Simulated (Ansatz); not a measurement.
`[BH2][Zn][F]` + HCl → `[F][Zn][Cl]` + BH₃ at 400 K and 1 bar (cleavage of the Zn–B bond).

Gas-phase electronic energies from Ansatz, PBE0-D4/def2-TZVP geometries. CBS: MP2 limit from def2 TZ/QZ plus the TZ coupled-cluster correction, frozen cores. This one scheme is used for every species. For Zn outer-core shells are correlated without core-valence functions, which leaves a few kJ/mol of doubt a bond. Scalar relativity is left out up to krypton.

```
       species  CCSD(T)/CBS energy (Eh)  H − E (kJ/mol)  S (J/(mol·K))
`[BH2][Zn][F]`              -1904.16040            77.7          302.7
           HCl               -460.38127            29.6          195.4
 `[F][Zn][Cl]`              -2338.03728            27.3          287.2
           BH₃                -26.55200            82.6          199.4
```

H − E and S are ideal-gas, rigid-rotor, harmonic terms from PBE0-D4/def2-TZVP. 1 Eh = 2625.50 kJ/mol, R = 8.31446 J/(mol·K).

By hand: ΔE, ΔH, ΔS and ΔG.

ΔE = (-2338.03728) + (-26.55200) − (-1904.16040) − (-460.38127) = -0.04761 Eh = -125.0 kJ/mol. Δ(H − E) = 27.3 + 82.6 − 77.7 − 29.6 = 2.6, so ΔH = -122.4 kJ/mol. ΔS = 287.2 + 199.4 − 302.7 − 195.4 = -11.5 J/(mol·K). ΔG = -122.4 − 400 × (-11.5)/1000 = -117.8 kJ/mol.

By hand: the equilibrium constant, and the temperature at which ΔG would vanish if ΔH and ΔS stayed fixed.

log₁₀ K = −ΔG/(RT ln 10) = 15.4. ΔG = 0 at ΔH/ΔS = 10643 K, far beyond where these terms or the molecules hold.

The number of gas molecules stays the same, so ΔS is small and ΔH decides. A doubt of 5 kJ/mol in ΔE shifts log₁₀ K by 0.7 here. These are equilibria of isolated gas molecules and say nothing of rates. Largest T1 diagnostic: 0.016 (customary marks: 0.02 for closed shells, 0.045 for open ones).
